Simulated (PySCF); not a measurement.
Energy of Ta⁺ (tantalum, charge +1) between two integer charges

The 6s alpha orbital of [Xe] 4f14 5d3 6s1 is emptied in steps (occupation f), with all orbitals relaxed, ending at [Xe] 4f14 5d3. Calculation: PySCF 2.14, in def2-SVP with the def2 core potential (60 electrons) (6s3p2d1f, 32 functions); scalar relativity through the core potential. The exact energy is a straight line in f; departures are measured from the line between the end points of the same method.

| f | UHF (eV) |
| --- | --- |
| 1 | 0.000 |
| 0.75 | 0.043 |
| 0.5 | 0.055 |
| 0.25 | 0.040 |
| 0 | 0.000 |

```csv
method,E(f=0) − E(f=1) (eV),−ε at f=1 (eV),−ε at f=0.5 (eV)
UHF,14.138,14.375,14.130
```

Orbital energy along the path (eV):

```tsv
f	UHF
1	-14.375
0.75	-14.246
0.5	-14.130
0.25	-14.026
0	-13.933
```

Reference removal energy between the ground levels: 16.2 ± 0.5 eV (semi-empirical (NIST evaluation); NIST Atomic Spectra Database, ionization energies). The calculation has no spin-orbit coupling. UHF lacks correlation.
